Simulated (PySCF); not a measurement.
B: excitation energy

B [He] 2s2 2p1 (2P) → B [He] 2s1 2p2 (4P), as a difference of total energies. Calculation: PySCF 2.14, in aug-cc-pVTZ (5s4p3d2f, 46 functions); the non-relativistic Hamiltonian (point nucleus). Correlated levels: valence: 1s2 frozen. The calculations carry no spin-orbit coupling.

| method | excitation energy (eV) |
| --- | --- |
| UHF | 2.199 |
| MP2 (valence) | 3.099 |
| SCS-MP2 (valence) | 3.470 |
| CCSD (valence) | 3.527 |
| CCSD(T) (valence) | 3.561 |

How much does correlation contribute at CCSD(T) (valence)?

3.561 − (2.199) = 1.362 eV, measured against UHF.
